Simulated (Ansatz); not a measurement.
Coupled-cluster run, `[CH3][Hf]12345678([Cl])([C@H]9[C@@H]1[C@@H]2[C@@H]3[C@H]94)[C@H]1[C@@H]5[C@@H]6[C@@H]7[C@H]18`.

```yaml
crystal:
  periodic: [false, false, false]
  atoms:
    - {symbol: C, position_ang: [-1.447576, -1.606242, -0.876765]}
    - {symbol: Hf, position_ang: [-0.110737, -0.290644, 0.383400]}
    - {symbol: Cl, position_ang: [-0.393682, -1.455157, 2.474031]}
    - {symbol: C, position_ang: [-2.063238, 1.103964, 1.183177]}
    - {symbol: C, position_ang: [-2.068430, 1.195306, -0.221432]}
    - {symbol: C, position_ang: [-0.897498, 1.873962, -0.619698]}
    - {symbol: C, position_ang: [-0.177042, 2.219398, 0.547438]}
    - {symbol: C, position_ang: [-0.895784, 1.740223, 1.658767]}
    - {symbol: C, position_ang: [2.327308, 0.241685, 0.192957]}
    - {symbol: C, position_ang: [1.826492, 0.205488, -1.132079]}
    - {symbol: C, position_ang: [1.457175, -1.121905, -1.419720]}
    - {symbol: C, position_ang: [1.732012, -1.907926, -0.278994]}
    - {symbol: C, position_ang: [2.282365, -1.069847, 0.707351]}
    - {symbol: H, position_ang: [-2.442790, -1.657666, -0.421778]}
    - {symbol: H, position_ang: [-1.048199, -2.625259, -0.907935]}
    - {symbol: H, position_ang: [-1.580848, -1.277037, -1.912816]}
    - {symbol: H, position_ang: [-2.799842, 0.602276, 1.792063]}
    - {symbol: H, position_ang: [-2.824847, 0.799978, -0.880484]}
    - {symbol: H, position_ang: [-0.614793, 2.105818, -1.635714]}
    - {symbol: H, position_ang: [0.756670, 2.759893, 0.580256]}
    - {symbol: H, position_ang: [-0.594136, 1.814427, 2.692942]}
    - {symbol: H, position_ang: [2.707881, 1.110978, 0.707966]}
    - {symbol: H, position_ang: [1.750806, 1.046551, -1.804559]}
    - {symbol: H, position_ang: [1.025694, -1.476159, -2.343098]}
    - {symbol: H, position_ang: [1.525412, -2.961976, -0.169051]}
    - {symbol: H, position_ang: [2.567619, -1.370129, 1.703773]}
basis:
  gaussian: {orbitals: def2-TZVPP}
correlation: {method: ccsd_t}
output: {orbitals: {seedname: orbitals}}
```

```sh
$ ansatz run in.yaml --threads 11 --pin off --events-out ev --progress --plain --max-ram 110592MiB --backend cuda --devices 0, --max-vram 75GiB
```

Log, shortened:

```
Functional definition: HF
3708 factors; integrals over basis functions are off by at most 1.4e-3 eV
mean field evaluation 1: about -25332.6955 eV, gradient 6.3e1 eV
mean field evaluation 2: about -25333.4575 eV, gradient 6.3e1 eV
mean field evaluation 4: about -25344.0627 eV, gradient 7.5e0 eV
mean field evaluation 8: about -25344.2567 eV, gradient 5.4e-1 eV
mean field evaluation 16: about -25344.2579 eV, gradient 2.6e-6 eV
mean field -25344.25789301 eV, -931.3842986131 hartree, gradient 2.6e-6 eV, S^2 0.000000; 0 other end points of the search recorded, 0 dependent functions left out
16 core orbitals not correlated: weight in the atoms' cores, before any rotation towards them, 1.000 or more for the frozen orbitals, at most 0.000 for the correlated occupied ones
reference -25344.25789301 eV, -931.3842986131 hartree; 38, 38 occupied and 567, 567 virtual orbitals, 3708 factors
second order -64.28985763 eV of doubles, -0.00000000 eV of singles
cycle   1  -63.03445754 eV  change     1.3e0 eV  update   2.0e-1
cycle   2  -64.67211148 eV  change    -1.6e0 eV  update   7.4e-2
cycle   3  -65.08951551 eV  change   -4.2e-1 eV  update   3.0e-2
cycle   4  -65.09196415 eV  change   -2.4e-3 eV  update   8.9e-3
cycle   5  -65.08305958 eV  change    8.9e-3 eV  update   3.7e-3
cycle   6  -65.08555921 eV  change   -2.5e-3 eV  update   1.4e-3
cycle   7  -65.08489427 eV  change    6.6e-4 eV  update   5.7e-4
cycle   8  -65.08440740 eV  change    4.9e-4 eV  update   2.4e-4
cycle   9  -65.08455623 eV  change   -1.5e-4 eV  update   1.0e-4
cycle  10  -65.08461491 eV  change   -5.9e-5 eV  update   4.2e-5
perturbative correction -3.47240833 eV, -0.1276086526 hartree
Total energy: -25412.81491625 eV, -933.9037227477 hartree
```

Hardware: 11 threads of an AMD EPYC 7R13 on a shared host and a whole NVIDIA H100 80 GB. Wall time 100 s, peak host memory 4.4 GiB.

Correlation energy per correlated electron: -0.902 eV. T1 diagnostic: 0.0112.
